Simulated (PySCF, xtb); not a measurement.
C5H4F2, SMILES FC(C#CC=C)F.

xtb with GFN2-xTB at its own geometry gives an orbital gap of 4.16 eV and a dipole moment of 3.68 D.

Geometry optimised at PBE0-D3(BJ)/def2-SVP. The structure was generated by enumeration, and PubChem lists no compound with its InChIKey, so it may never have been made.

What does PBE/def2-TZVP (PySCF) give? (Estimate from the structure and the level; the computed values follow.)

gap 4.06 eV (levels -6.52 and -2.46 eV), dipole 2.64 D.
